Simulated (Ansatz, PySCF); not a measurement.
Process, species as SMILES: C#CB(C)C → C#CB([CH2])C + H atom (the C-H bond at the site shown breaks; other sites are not compared here)
Each molecule is optimised on its own at B3LYP-D3(BJ)/def2-TZVP (Ansatz, a program for electronic structure), one conformer each, not searched for the lowest. Frequencies are from Ansatz or PySCF.

Wanted: bond dissociation energy (enthalpy at 298 K, with B3LYP-D3(BJ) rigid-rotor harmonic-oscillator terms), in kJ/mol. Cores are frozen in the correlated levels unless marked. Open shells are spin-unrestricted. Spin-orbit coupling is left out. Non-relativistic. Basis-set limits of correlation are two-point, X^-3; Hartree-Fock from the larger set.

CCSD(T)/CBS(cc-pVTZ,cc-pVQZ) (Ansatz) gives 400.6 kJ/mol.

### Question
Another calculation gave 390.9 kJ/mol. Which level was it?
(A) B97M-V/def2-TZVPD (Ansatz)
(B) SVWN5/def2-TZVPD (Ansatz)
(C) BLYP/def2-TZVPD (Ansatz)

### Answer
A, B97M-V/def2-TZVPD (Ansatz). The others give 379.3 (BLYP), 435.3 (SVWN5) kJ/mol.
